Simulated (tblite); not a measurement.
Compound: C3H11BrOSi3.
SMILES with atom numbers: `[CH3:1][CH2:2][Si@@H:3]1[CH2:4][Si@@H:5]([Br:6])[SiH2:7][O:8]1` (hydrogens: H9, H10, H11 on C1; H12, H13 on C2; H14 on Si3; H15, H16 on C4; H17 on Si5; H18, H19 on Si7)

Computed with GFN2-xTB (tblite), gas phase: L-BFGS steps from a force-field or distance-geometry start until the largest atomic force falls under 0.01 eV/Å.

Step 26: E = -694.0027 eV
```
atom  x, y, z in Å  |  force x, y, z in eV/Å
C1      2.5595   -0.6338    0.0402   -0.013  -0.014   0.003
C2      2.0028    0.6016   -0.6602    0.026  -0.013  -0.005
Si3     0.1143    0.7496   -0.6471    0.059  -0.007  -0.008
C4     -0.6388    0.8691    1.1076   -0.006   0.016  -0.025
Si5    -2.3244   -0.0257    1.0462    0.044  -0.037   0.041
Br6    -3.8559    1.5767    0.7270   -0.033   0.006  -0.016
Si7    -1.9529   -1.3607   -0.8040    0.000   0.013   0.013
O8     -0.5475   -0.6362   -1.2331   -0.019   0.050   0.007
H9      2.2586   -0.6628    1.0857    0.000   0.021   0.008
H10     3.6488   -0.6427    0.0032   -0.030   0.011  -0.007
H11     2.1965   -1.5385   -0.4420   -0.025  -0.001  -0.010
H12     2.3488    0.6045   -1.6934   -0.005   0.003  -0.010
H13     2.4163    1.4984   -0.1979    0.003  -0.010   0.002
H14    -0.3617    1.8356   -1.5133    0.004  -0.049   0.044
H15     0.0039    0.3516    1.8220   -0.003   0.038  -0.014
H16    -0.7083    1.9017    1.4447   -0.001   0.006   0.012
H17    -2.6976   -0.5239    2.3740    0.001  -0.020  -0.018
H18    -1.5992   -2.7515   -0.5418   -0.001  -0.018   0.008
H19    -2.8729   -1.2037   -1.9251    0.000   0.005  -0.027
```

Step 27: E = -694.0033 eV
```
atom  x, y, z in Å  |  force x, y, z in eV/Å
C1      2.5572   -0.6347    0.0399   -0.012  -0.008   0.000
C2      2.0038    0.6015   -0.6612    0.016  -0.005  -0.011
Si3     0.1153    0.7512   -0.6469    0.062  -0.007   0.035
C4     -0.6411    0.8718    1.1080    0.026   0.024  -0.032
Si5    -2.3239   -0.0261    1.0477    0.028  -0.015   0.005
Br6    -3.8593    1.5746    0.7266   -0.020  -0.012  -0.009
Si7    -1.9497   -1.3595   -0.8026   -0.019  -0.012  -0.011
O8     -0.5427   -0.6370   -1.2292   -0.029   0.040  -0.002
H9      2.2564   -0.6622    1.0852   -0.001   0.020   0.014
H10     3.6461   -0.6467    0.0024   -0.019   0.012  -0.005
H11     2.1917   -1.5382   -0.4421   -0.029  -0.008  -0.011
H12     2.3484    0.6021   -1.6950   -0.004   0.001  -0.010
H13     2.4199    1.4986   -0.2017    0.003  -0.013   0.009
H14    -0.3629    1.8358   -1.5119    0.000  -0.037   0.031
H15     0.0006    0.3550    1.8238    0.006   0.033  -0.016
H16    -0.7095    1.9043    1.4456   -0.009   0.007   0.006
H17    -2.6936   -0.5281    2.3734   -0.012  -0.024   0.008
H18    -1.5981   -2.7524   -0.5429   -0.004   0.002   0.005
H19    -2.8684   -1.2008   -1.9266    0.017   0.002  -0.005
```

Step 28: E = -694.0038 eV
```
atom  x, y, z in Å  |  force x, y, z in eV/Å
C1      2.5552   -0.6356    0.0398   -0.009  -0.002  -0.003
C2      2.0050    0.6013   -0.6622    0.007   0.002  -0.014
Si3     0.1172    0.7523   -0.6463    0.044  -0.007   0.058
C4     -0.6424    0.8743    1.1078    0.043   0.026  -0.024
Si5    -2.3229   -0.0268    1.0492    0.008   0.010  -0.025
Br6    -3.8623    1.5727    0.7261   -0.003  -0.032  -0.001
Si7    -1.9475   -1.3587   -0.8016   -0.027  -0.027  -0.026
O8     -0.5396   -0.6368   -1.2262   -0.033   0.026  -0.010
H9      2.2547   -0.6613    1.0851   -0.002   0.017   0.014
H10     3.6437   -0.6496    0.0016   -0.007   0.006  -0.003
H11     2.1874   -1.5380   -0.4424   -0.029  -0.010  -0.007
H12     2.3479    0.6003   -1.6964    0.000  -0.001  -0.011
H13     2.4227    1.4984   -0.2045    0.006  -0.014   0.013
H14    -0.3638    1.8350   -1.5102   -0.002  -0.021   0.017
H15    -0.0017    0.3585    1.8248    0.017   0.025  -0.013
H16    -0.7106    1.9064    1.4465   -0.016   0.011  -0.003
H17    -2.6908   -0.5317    2.3729   -0.019  -0.025   0.026
H18    -1.5973   -2.7531   -0.5436   -0.006   0.016   0.003
H19    -2.8646   -1.1984   -1.9279    0.026   0.000   0.009
```

Step 29: E = -694.0044 eV
```
atom  x, y, z in Å  |  force x, y, z in eV/Å
C1      2.5529   -0.6367    0.0395   -0.004   0.001  -0.005
C2      2.0066    0.6011   -0.6634    0.000   0.007  -0.012
Si3     0.1199    0.7532   -0.6447    0.011  -0.006   0.057
C4     -0.6432    0.8774    1.1072    0.043   0.021  -0.002
Si5    -2.3217   -0.0275    1.0503   -0.009   0.028  -0.041
Br6    -3.8654    1.5701    0.7256    0.012  -0.049   0.006
Si7    -1.9457   -1.3582   -0.8010   -0.024  -0.029  -0.031
O8     -0.5372   -0.6359   -1.2232   -0.032   0.011  -0.015
H9      2.2528   -0.6599    1.0852   -0.003   0.012   0.007
H10     3.6410   -0.6524    0.0007    0.006  -0.003  -0.001
H11     2.1823   -1.5380   -0.4428   -0.025  -0.008   0.002
H12     2.3475    0.5985   -1.6982    0.005  -0.003  -0.011
H13     2.4260    1.4979   -0.2072    0.012  -0.013   0.015
H14    -0.3647    1.8335   -1.5079   -0.001  -0.003   0.003
H15    -0.0038    0.3628    1.8256    0.031   0.014  -0.004
H16    -0.7120    1.9089    1.4475   -0.021   0.017  -0.013
H17    -2.6883   -0.5359    2.3729   -0.020  -0.020   0.029
H18    -1.5965   -2.7536   -0.5444   -0.007   0.023   0.002
H19    -2.8601   -1.1960   -1.9294    0.027  -0.002   0.013
```

Task: Estimate the geometry and energy of step 30. (The exact step hangs on the optimiser's Hessian estimate; all steps are aligned on step 29, rigid shifts and turns removed.)

Result: E = -694.0048 eV, largest force 0.058 eV/Å
```
atom  x, y, z in Å  |  force x, y, z in eV/Å
C1      2.5506   -0.6377    0.0392    0.001   0.003  -0.006
C2      2.0081    0.6009   -0.6647   -0.004   0.007  -0.006
Si3     0.1226    0.7540   -0.6424   -0.022  -0.003   0.032
C4     -0.6434    0.8807    1.1066    0.025   0.010   0.025
Si5    -2.3208   -0.0278    1.0509   -0.014   0.027  -0.034
Br6    -3.8683    1.5666    0.7253    0.018  -0.054   0.010
Si7    -1.9442   -1.3581   -0.8008   -0.012  -0.015  -0.021
O8     -0.5354   -0.6349   -1.2206   -0.025   0.003  -0.016
H9      2.2509   -0.6584    1.0854   -0.001   0.007  -0.004
H10     3.6385   -0.6553   -0.0001    0.012  -0.013   0.001
H11     2.1769   -1.5381   -0.4431   -0.019  -0.003   0.013
H12     2.3473    0.5966   -1.7001    0.007  -0.004  -0.009
H13     2.4294    1.4972   -0.2095    0.016  -0.011   0.015
H14    -0.3656    1.8320   -1.5056    0.001   0.008  -0.004
H15    -0.0052    0.3672    1.8263    0.042   0.005   0.007
H16    -0.7138    1.9116    1.4481   -0.022   0.023  -0.022
H17    -2.6863   -0.5402    2.3735   -0.014  -0.007   0.012
H18    -1.5958   -2.7536   -0.5452   -0.005   0.019   0.003
H19    -2.8552   -1.1936   -1.9307    0.016  -0.003   0.005
```

The energy changes by -0.0005 eV. The first-order estimate −F·Δx gives -0.0007 eV and the mean of the old and new forces, exact on a quadratic surface, -0.0005 eV. The step makes an angle of 73° with the force vector and moves no atom by more than 0.006 Å.

The cost below is that of the whole relaxation. On Arm Neoverse N1, one thread, shared host, this took 3.1 s.
